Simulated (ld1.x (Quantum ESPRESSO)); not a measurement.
**Reading a pseudo-wave (Au)**

Columns: radius, all-electron u(r) and pseudo u(r) of the 6s shell (level -19.53 eV) of gold in the configuration [Kr] 4d10 4f14 5s2 5p6 5d9 6s0 6p0; PBE, non-relativistic, PAW scheme, ld1.x (Quantum ESPRESSO) 7.5.

```json
{"r (bohr)": "0.103", "all-electron": "0.0499", "pseudo": "0.2904"}
{"r (bohr)": "0.205", "all-electron": "0.0678", "pseudo": "0.5546"}
{"r (bohr)": "0.308", "all-electron": "-0.1920", "pseudo": "0.7767"}
{"r (bohr)": "0.410", "all-electron": "-0.1848", "pseudo": "0.9362"}
{"r (bohr)": "0.513", "all-electron": "-0.0000", "pseudo": "1.0262"}
{"r (bohr)": "0.615", "all-electron": "0.1921", "pseudo": "1.0419"}
{"r (bohr)": "0.718", "all-electron": "0.3141", "pseudo": "0.9877"}
{"r (bohr)": "0.820", "all-electron": "0.3491", "pseudo": "0.8745"}
{"r (bohr)": "0.923", "all-electron": "0.3127", "pseudo": "0.7146"}
{"r (bohr)": "1.025", "all-electron": "0.2278", "pseudo": "0.5278"}
{"r (bohr)": "1.128", "all-electron": "0.1143", "pseudo": "0.3275"}
{"r (bohr)": "1.230", "all-electron": "-0.0092", "pseudo": "0.1327"}
{"r (bohr)": "1.332", "all-electron": "-0.1324", "pseudo": "-0.0467"}
{"r (bohr)": "1.435", "all-electron": "-0.2491", "pseudo": "-0.2044"}
{"r (bohr)": "1.538", "all-electron": "-0.3539", "pseudo": "-0.3353"}
{"r (bohr)": "1.640", "all-electron": "-0.4436", "pseudo": "-0.4385"}
{"r (bohr)": "1.743", "all-electron": "-0.5196", "pseudo": "-0.5196"}
{"r (bohr)": "1.845", "all-electron": "-0.5805", "pseudo": "-0.5811"}
{"r (bohr)": "1.948", "all-electron": "-0.6286", "pseudo": "-0.6287"}
{"r (bohr)": "2.050", "all-electron": "-0.6638", "pseudo": "-0.6638"}
{"r (bohr)": "2.153", "all-electron": "-0.6882", "pseudo": "-0.6882"}
{"r (bohr)": "2.255", "all-electron": "-0.7025", "pseudo": "-0.7025"}
{"r (bohr)": "2.358", "all-electron": "-0.7086", "pseudo": "-0.7086"}
{"r (bohr)": "2.460", "all-electron": "-0.7074", "pseudo": "-0.7074"}
{"r (bohr)": "2.562", "all-electron": "-0.7002", "pseudo": "-0.7002"}
{"r (bohr)": "2.665", "all-electron": "-0.6879", "pseudo": "-0.6879"}
```

Problem. How many radial nodes do the two functions have?

Solution. The all-electron 6s function has n − l − 1 = 5 (the table is too coarse to show those close to the nucleus); the pseudo-wave has 1, since 1 lower shell of the same l stays in the valence.

Problem. At about which radius was the pseudo-wave matched?

Solution. 2.05 bohr, where the columns begin to agree (steps of 0.10 bohr).

Problem. Is the pseudo-wave norm-conserving?

Solution. No, it belongs to a PAW set: the norm inside the radius is not constrained, and the difference is carried by the augmentation charge.
